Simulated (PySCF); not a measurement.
# A small calculation by hand: entropy of an ideal gas

silylarsine (AsH5Si), SMILES [SiH3][AsH2].

Geometry optimised at PBE0-D3(BJ)/def2-TZVP.

PBE0-D3(BJ)/def2-TZVP (PySCF 2.14.0) gives the harmonic wavenumbers 153, 361, 437, 454, 670, 721, 887, 937, 946, 984, 2206, 2216, 2220, 2234, 2235 cm⁻¹ and the rotational temperatures 2.3099, 0.1795, 0.1791 K. The molar mass is 108.05 g/mol, the symmetry number 1, the spin multiplicity 1.

Work out the entropy at 298.15 K and 1 atm in the rigid-rotor, harmonic-oscillator model.


Translation (Sackur–Tetrode at 1 atm): S = R[1.5 ln M + 2.5 ln T − 1.16487] = 167.1 J/(mol K).
Rotation: q = (√π/σ) T^1.5/√(θA θB θC) = 33500, S = R[ln q + 3/2] = 99.1 J/(mol K).
Vibration: with u = 1.4388 ν/T, each mode gives R[u/(e^u − 1) − ln(1 − e^−u)]:
```tsv
ν (cm⁻¹)	modes	u	S (J/(mol K))
153	1	0.74	11.02
361	1	1.74	4.68
437	1	2.11	3.50
454	1	2.19	3.28
670	1	3.23	1.44
721	1	3.48	1.18
887	1	4.28	0.62
937	1	4.52	0.50
946	1	4.57	0.49
984	1	4.75	0.42
```
The stiffer modes add less than 0.005 each. Sum 27.1 J/(mol K).
Spin: R ln 1 = 0.0 J/(mol K).
Total 293.4 J/(mol K); the program's own thermochemistry gives 293.4. Translation makes up 57 % and vibration 9 %. Anharmonicity, hindered rotation and orbital degeneracy are left out.
